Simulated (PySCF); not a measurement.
## Electron correlation in P²⁺ (phosphorus, charge +2)

[Ne] 3s2 3p1, 2P determinant. Calculation: PySCF 2.14, in x2c-TZVPall (5s5p2d1f, 37 functions); the spin-free X2C one-electron Hamiltonian (Gaussian nucleus). Frozen: [Ne]; 3 electrons correlated.

MP2 pair energies summed by pair of shells (mhartree):

```tsv
pair	energy	share (%)
3s-3s	-24.56	55.1
3s-3p	-20.02	44.9
```

Total MP2 correlation energy: -44.58 mhartree.

Same-spin part -2.79 and opposite-spin part -41.79 mhartree; SCS-MP2 scales them by 1/3 and 6/5 to -51.07 mhartree.

```
  level  correlation energy (mhartree)
   CCSD                         -63.65
    (T)                          -0.99
CCSD(T)                         -64.64
```

Diagnostics: T1 = 0.012, D1 = 0.0270, largest double amplitude 0.108.

Cost of the coupled-cluster step: 0.31 s of wall time on 1 thread of Neoverse-V2 (shared host), for 3 correlated electrons.
